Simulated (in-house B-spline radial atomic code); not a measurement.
BHandHLYP excitations of the molybdenum ion Mo³⁰⁺

Method: BHandHLYP. Computed with a B-spline radial code for spherical atoms: linear response of the closed shell [Ne] 3s2 with the functional's adiabatic kernel; non-relativistic, point nucleus, no spin-orbit coupling, no double excitations, S, P, D and F terms only.

Without relativity these are model numbers for so heavy an element.

Command:
```bash
python run_td.py task.json out
```
Settings (radii: box in bohr, nucleus in fm):
```
Z                        42
electrons                12
configuration            [Ne] 3s2
hamiltonian              nr
method                   bhandhlyp
box_radius               4.05
intervals                49
```

Time taken, with all properties: 0.4 s on 1 thread of Arm Neoverse N1 (shared host).

The lowest states, in the order of their Tamm-Dancoff energies; the method's threshold (minus the highest occupied level) is 1677.68 eV. Labels give the largest channel, * marks a mixed state, and oscillator strengths are full-response dipole values. Semilocal kernels can invert the small singlet-triplet splittings of Rydberg terms. Energies in eV:

```csv
state,full response,Tamm-Dancoff,oscillator strength
3s → 3p 3P,52.28,53.86,-
3s → 3p 1P,?,?,?
3s → 3d 3D,?,?,-
3s → 3d 1D,165.09,165.13,-
3s → 4s 3S,766.75,766.77,-
3s → 4s 1S,779.85,779.95,-
3s → 4p 3P,795.75,795.77,-
3s → 4p 1P,804.75,804.81,0.645
3s → 4d 3D,833.44,833.46,-
3s → 4d 1D,841.50,841.53,-
```

Problem. Where does 3s → 3d 3D lie?

Solution. At 154.26 eV in full response, 154.48 eV in Tamm-Dancoff.

Problem. Where does 3s → 3p 1P lie?

Solution. At 80.64 eV in full response, 82.38 eV in Tamm-Dancoff, oscillator strength 0.428.

Problem. How large is the singlet-triplet splitting of 3s → 3p (P terms) in Tamm-Dancoff?

Solution. 28.5 eV, from the unrounded values.

Problem. What polarisabilities and dispersion coefficient does the method give?

Solution. Dipole 0.05031 bohr³, quadrupole 0.002663 bohr⁵, C6 0.006032 hartree·bohr⁶ for two such species.
